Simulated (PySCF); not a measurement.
**S³⁺ (sulfur, charge +3): LC-wPBE calculation**

Configuration: [Ne] 3s2 3p1, 2P determinant. Calculation: PySCF 2.14, in aug-cc-pVTZ-DK (6s5p3d2f, 50 functions); scalar relativity by spin-free X2C-1e.

* Total energy: -396.5631 hartree
* One-electron energy: -527.9983 hartree
* Hartree (Coulomb) energy: 155.8923 hartree
* Exchange-correlation energy: -24.4571 hartree
* ⟨S²⟩: 0.7543
* ⟨L²⟩: 2.014
* Sum of ⟨r⟩: 8.493 bohr
* Sum of ⟨r²⟩: 10.48 bohr²
* Traceless quadrupole moment −½Σ⟨3z² − r²⟩ along its main axis: -1.22 e·bohr²
* Langevin diamagnetic susceptibility: -8.30 ×10⁻⁶ cm³/mol

```csv
shell,electrons,mean orbital energy (hartree),spread (hartree),"rms radius, mean of both spins (bohr)"
1s α,1,-90.23746,0,0.112
1s β,1,-90.23086,0,0.112
2s α,1,-9.54363,0,0.521
2s β,1,-9.53635,0,0.521
2p α,3,-7.51654,0.01601,0.493
2p β,3,-7.50713,0.03194,0.493
3s α,1,-2.12783,0,1.63
3s β,1,-2.05920,0,1.63
3p α,1,-1.68632,0,1.78
```

Densities and radii are taken from the X2C orbitals without a picture-change correction, which distorts them close to the nucleus.
